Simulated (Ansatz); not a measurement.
`C[B]([GaH2])BF` + H₂ → `CBBF` + `[GaH3]`  (hydrogenolysis of a B–Ga bond)

Program: Ansatz. Geometries: PBE0-D4/def2-TZVP. ΔE: electronic, gas phase. CBS: MP2 limit from def2 TZ/QZ plus the TZ coupled-cluster correction, frozen cores. This one scheme is used for every species. Functionals use def2-TZVPP. For Ga outer-core shells are correlated without core-valence functions, which leaves a few kJ/mol of doubt a bond. Scalar relativity is left out up to krypton. Each species was taken in one conformer, which may not be the lowest.

(1) Is it downhill or uphill in electronic energy at CCSD(T)/CBS, and by how much? (Estimate.)

(2) What do these levels give: BLYP-D4, r2SCAN0-D4, ωB97M-V, PBE-QIDH, PBE, r2SCANh, r2SCAN0, BHLYP, RPA@PBE/def2-TZVPP, MP2/def2-QZVPP, SCS-MP2/def2-QZVPP, MP2/CBS(def2)? (An estimate is asked.)

Largest T1 diagnostic among the species: 0.014.

Results:

(1) Computed: Downhill: ΔE = -15.5 kJ/mol.

(2) The calculation gave: BLYP-D4 -9.0, r2SCAN0-D4 -18.7, ωB97M-V -24.3, PBE-QIDH -22.3, PBE -10.0, r2SCANh -16.3, r2SCAN0 -20.8, BHLYP -38.8, RPA@PBE/def2-TZVPP -21.8, MP2/def2-QZVPP -15.5, SCS-MP2/def2-QZVPP -24.6, MP2/CBS(def2) -13.2 kJ/mol.

From BLYP to BHLYP (50 % exact exchange), in def2-TZVPP and without D4, ΔE moves by −17.3 kJ/mol. Leaving LDA and LC-ωPBE aside and taking each functional with its dispersion term where it has one, the values, not all of them listed here, spread over 26.8 kJ/mol, from BHLYP-D4 to revPBE-D4. LDA lies +4.6 kJ/mol from PBE without D4. At CCSD(T), def2-SVP lies −15.7 kJ/mol from the extrapolated value and def2-TZVPP −4.3 kJ/mol.
